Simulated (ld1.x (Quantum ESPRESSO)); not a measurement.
# Reading a pseudo-wave (copper)

Columns: radius, all-electron u(r) and pseudo u(r) of the 3p shell (level -76.24 eV) of copper in the configuration [Ne] 3s2 3p6 3d10 4s0.5 4p0; PBE, scalar-relativistic, RRKJ scheme, ld1.x (Quantum ESPRESSO) 7.5.

```csv
r (bohr),all-electron,pseudo
0.120,0.6540,-0.1041
0.240,0.1375,-0.3932
0.360,-0.6315,-0.7781
0.480,-1.0939,-1.1056
0.600,-1.2416,-1.2470
0.720,-1.1949,-1.1989
0.840,-1.0574,-1.0574
0.960,-0.8921,-0.8921
1.080,-0.7308,-0.7308
1.200,-0.5872,-0.5872
1.320,-0.4658,-0.4658
1.440,-0.3661,-0.3661
1.560,-0.2858,-0.2858
1.680,-0.2221,-0.2221
1.800,-0.1719,-0.1719
1.920,-0.1326,-0.1326
2.040,-0.1021,-0.1021
2.160,-0.0784,-0.0784
2.280,-0.0601,-0.0601
2.400,-0.0461,-0.0461
2.520,-0.0352,-0.0352
2.640,-0.0269,-0.0269
2.760,-0.0205,-0.0205
2.880,-0.0157,-0.0157
3.000,-0.0119,-0.0119
3.120,-0.0091,-0.0091
```

(1) How many radial nodes do the two functions have?

(2) At about which radius was the pseudo-wave matched?

(3) Where does each function peak?

(4) Is the pseudo-wave norm-conserving?

## Answers

(1) The all-electron 3p function has n − l − 1 = 1; the pseudo-wave has 0, since the states of the same l below it are removed with the core.

(2) 0.85 bohr, where the columns begin to agree (steps of 0.12 bohr).

(3) Outermost all-electron maximum near 0.60 bohr, pseudo maximum near 0.60 bohr (to the table’s step).

(4) Yes: the RRKJ scheme keeps the norm inside the radius equal to the all-electron one, which fixes the energy derivative of the logarithmic derivative at the level.
